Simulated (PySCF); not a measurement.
A run for PySCF: D3(BJ) and D4 dispersion corrections on AsH5S (a complex), monomers drawn apart or pushed together.

```python
from pyscf import gto
from pyscf.dispersion import dftd3, dftd4

mol = gto.M(
    atom='''
    S     0.59242906    0.25363794   -0.78131233
    H    -0.37094659    1.06903175   -0.32430636
    H    -0.25053208   -0.78790158   -0.86331370
    As   -0.42628066   -0.39729455    3.38977685
    H     0.12879878   -1.74941203    2.96108892
    H    -0.44931771   -0.80502760    4.86192130
    H     0.96660680    0.20511478    3.51075958
    ''',
    basis='def2-svp',
    charge=0, spin=0, verbose=0, max_memory=1800)
d3, d4 = {}, {}
for xc in ['hf', 'pbe', 'blyp', 'revpbe', 'tpss', 'r2scan', 'b3lyp', 'pbe0', 'bhlyp', 'camb3lyp', 'b2plyp']:
    d3[xc] = float(dftd3.DFTD3Dispersion(mol, xc=xc, version='d3bj', atm=False).get_dispersion()['energy'])
    print(f'D3(BJ) {xc:10s} {d3[xc]:14.8f} Eh')
for xc in ['hf', 'pbe', 'blyp', 'revpbe', 'tpss', 'r2scan', 'b3lyp', 'pbe0', 'bhlyp', 'camb3lyp', 'b2plyp']:
    d4[xc] = float(dftd4.DFTD4Dispersion(mol, xc={'camb3lyp': 'cam-b3lyp'}.get(xc, xc), atm=True).get_dispersion()['energy'])
    print(f'D4     {xc:10s} {d4[xc]:14.8f} Eh')
```

Program output:

```
D3(BJ) hf            -0.02766623 Eh
D3(BJ) pbe           -0.00322379 Eh
D3(BJ) blyp          -0.00686003 Eh
D3(BJ) revpbe        -0.00788691 Eh
D3(BJ) tpss          -0.00416442 Eh
D3(BJ) r2scan        -0.00103232 Eh
D3(BJ) b3lyp         -0.00562604 Eh
D3(BJ) pbe0          -0.00291569 Eh
D3(BJ) bhlyp         -0.00440917 Eh
D3(BJ) camb3lyp      -0.00284046 Eh
D3(BJ) b2plyp        -0.00268231 Eh
D4     hf            -0.00931183 Eh
D4     pbe           -0.00278293 Eh
D4     blyp          -0.00591228 Eh
D4     revpbe        -0.00822995 Eh
D4     tpss          -0.00375226 Eh
D4     r2scan        -0.00079234 Eh
D4     b3lyp         -0.00441701 Eh
D4     pbe0          -0.00243874 Eh
D4     bhlyp         -0.00339369 Eh
D4     camb3lyp      -0.00252937 Eh
D4     b2plyp        -0.00200171 Eh
```

The run finished.

Cost: about 0.05 core-seconds (a rough figure).
